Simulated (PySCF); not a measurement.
GaF₂Br, SMILES [Ga]([F])([F])[Br].

The structure is a stationary point at PBE0-D3(BJ)/def2-SVP. The structure was generated by enumeration; whether it is a known compound was not checked.

These are PBE0-D3(BJ)/def2-SVP in PySCF 2.14.0 values and carry that method's errors.

Frequencies are harmonic and unscaled.

Problem. Give all harmonic wavenumbers and intensities. (The exact figures need the calculation; the answer reports its results.)

Solution. 
```tsv
mode	ν (cm⁻¹)	IR (km/mol)	Raman (Å⁴/amu)	depolarisation	moving atoms (share of kinetic energy)
1	130	8.5	1.2	0.75	F 61 %, Ga 25 %, Br 15 %
2	172	34.8	0.3	0.75	Ga 50 %, F 46 %
3	186	29.5	1.3	0.62	F 85 %, Br 11 %
4	328	33.2	5.3	0.16	Br 46 %, Ga 44 %, F 10 %
5	713	69.8	6.4	0.08	F 84 %, Ga 16 %
6	760	72.4	2.4	0.75	F 72 %, Ga 28 %
```
